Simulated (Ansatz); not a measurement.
Input file for Ansatz (a quantum-chemistry and plane-wave program): U-B3LYP/def2-TZVPP on H3OSi (SMILES [O][SiH3]), 2S+1 = 2, atoms moved off the minimum.

Ansatz 0.2 input:
```yaml
crystal:
  periodic: [false, false, false]
  atoms:
    - {symbol: O, position_ang: [1.16129278, -0.04784480, -0.05896082]}
    - {symbol: Si, position_ang: [-0.45318085, 0.02153480, 0.02381181]}
    - {symbol: H, position_ang: [-0.95657381, 1.44224400, -0.13162518]}
    - {symbol: H, position_ang: [-0.70296479, -0.41726711, 1.40280683]}
    - {symbol: H, position_ang: [-1.13961028, -0.87022591, -0.91435676]}
basis:
  gaussian:
    orbitals: def2-TZVPP
hamiltonian:
  xc: {name: B3LYP}
magnetization: {spin_polarized: true, initial_magnetization: 1}
output: {forces: true}
```

The log:

```
WARN ansatz: RAYON_NUM_THREADS=1 ignored (pool sized by the plan → 1); use --threads N
Functional definition: B3LYP
integrals: 0.03 GiB planned
619 factors; their error is unknown
mean field: 0.37 GiB planned
mean field evaluation 1: about -9966.9691 eV, gradient 4.1e1 eV
mean field evaluation 2: about -9917.2191 eV, gradient 1.1e2 eV
mean field evaluation 4: about -9973.6664 eV, gradient 4.8e0 eV
mean field evaluation 8: about -9973.7846 eV, gradient 1.4e-1 eV
mean field evaluation 16: about -9973.8063 eV, gradient 3.2e-2 eV
mean field -9973.80618492 eV, -366.5306168070 hartree, gradient 9.1e-6 eV, S^2 0.754765; 2 other end points of the search recorded, 0 dependent functions left out
the calculation of the forces begins
reference -9973.80639310 eV, -366.5306244576 hartree; 13, 12 occupied and 102, 103 virtual orbitals, 619 factors
Total energy: -9973.80639310 eV, -366.5306244576 hartree
Atom 0 at     1.161293    -0.047845    -0.058961 Å, force     1.161640    -0.090938    -0.026416 eV/Å
Atom 1 at    -0.453181     0.021535     0.023812 Å, force    -1.140557     0.907834    -0.217998 eV/Å
Atom 2 at    -0.956574     1.442244    -0.131625 Å, force     0.142037    -0.494041     0.022306 eV/Å
Atom 3 at    -0.702965    -0.417267     1.402807 Å, force    -0.025149    -0.156249     0.418803 eV/Å
Atom 4 at    -1.139610    -0.870226    -0.914357 Å, force    -0.137971    -0.166605    -0.196695 eV/Å
Dipole moment:    -0.345810     0.000273     0.019102 e Å
```

The calculation finished and met its thresholds.

Cost: around 8 core-seconds (rough).
